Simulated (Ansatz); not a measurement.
Species: AlF₂, charge 1, multiplicity 1. It need not be the lowest isomer of its formula. 
Coordinates optimised at B3LYP-D3(BJ)/def2-TZVP (Ansatz, a first-principles code):
```
Al
F 1 1.5918
F 1 1.5918 2 180.00
```
Charge +1, spin multiplicity 1.

Parts of the frozen-core correlation energy in STO-3G (Ansatz, hartree). Frozen orbitals: 7; correlated occupied orbitals by spin: 8 and 8; virtual: 4 and 4. No spin-orbit coupling. Non-relativistic.

| term | value |
|---|---|
| reference (HF) | -434.96370 |
| MP2 opposite-spin | -0.05732 |
| MP2 same-spin | -0.01739 |
| CCSD correlation | -0.08555 |
| (T) | -0.01141 |
| FCI minus CCSD(T) | -0.00131 |
| T1 diagnostic | 0.024 |
| largest doubles amplitude | 0.094 |
